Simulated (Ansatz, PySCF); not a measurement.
C2H8O2Si, SMILES C[Si@H](O)CO. Atoms are numbered in the order given.

```xyz
13

C      2.1593    -0.3070     0.3070
Si     0.4609     0.2001    -0.2919
O     -0.1862     1.4739     0.6014
C     -0.8467    -1.1260    -0.0002
O     -2.1378    -0.5556    -0.1566
H      2.8983     0.4986     0.1690
H      2.5174    -1.1872    -0.2529
H      2.1343    -0.5686     1.3771
H      0.5259     0.6036    -1.7308
H      0.0428     2.3706     0.3410
H     -0.7130    -1.5859     1.0023
H     -0.7497    -1.9496    -0.7279
H     -2.1228     0.2850     0.3209
```
Charge 0, spin multiplicity 1.

Geometry: ωB97X-D3(BJ)/def2-SVP. The structure was generated by enumeration; whether it is a known compound was not checked. The values are those of a single conformer.

Two levels are set side by side: PBE-D3(BJ)/def2-SVP (Ansatz, a quantum-chemistry and plane-wave program) and ωB97X-D3(BJ)/def2-SVP (PySCF). Each level has its own optimised geometry; the coordinates shown are those of the second. Frequencies come from the Hessian of PySCF at each geometry. Differences are taken from unrounded values.

```tsv
quantity	ωB97X-D3(BJ)
mean bond length (Å)	1.317
bond C1–Si2 (Å)	1.871
bond Si2–O3 (Å)	1.685
bond Si2–C4 (Å)	1.885
bond C4–O5 (Å)	1.420
bond C1–H6 (Å)	1.102
bond C1–H7 (Å)	1.103
bond C1–H8 (Å)	1.102
bond Si2–H9 (Å)	1.496
bond O3–H10 (Å)	0.961
bond C4–H11 (Å)	1.111
bond C4–H12 (Å)	1.103
bond O5–H13 (Å)	0.967
highest harmonic wavenumber (cm⁻¹)	3949
mean harmonic wavenumber (cm⁻¹)	1370
zero-point energy (kcal/mol)	64.61
```

Question: What does PBE-D3(BJ) give, and how far is it from ωB97X-D3(BJ)? (The exact figures need the calculation; the answer reports its results.)

Answer: 
```csv
quantity,PBE-D3(BJ),PBE-D3(BJ) minus ωB97X-D3(BJ)
mean bond length (Å),1.328,0.010
bond C1–Si2 (Å),1.881,0.010
bond Si2–O3 (Å),1.704,0.019
bond Si2–C4 (Å),1.899,0.014
bond C4–O5 (Å),1.424,0.004
bond C1–H6 (Å),1.109,0.007
bond C1–H7 (Å),1.110,0.007
bond C1–H8 (Å),1.109,0.007
bond Si2–H9 (Å),1.510,0.014
bond O3–H10 (Å),0.972,0.010
bond C4–H11 (Å),1.122,0.011
bond C4–H12 (Å),1.112,0.008
bond O5–H13 (Å),0.980,0.013
highest harmonic wavenumber (cm⁻¹),3783,-167
mean harmonic wavenumber (cm⁻¹),1315,-54
zero-point energy (kcal/mol),62.05,-2.57
```

Exact exchange shortens and stiffens bonds; PBE has none. Differences between two approximate levels are no errors against the true value.
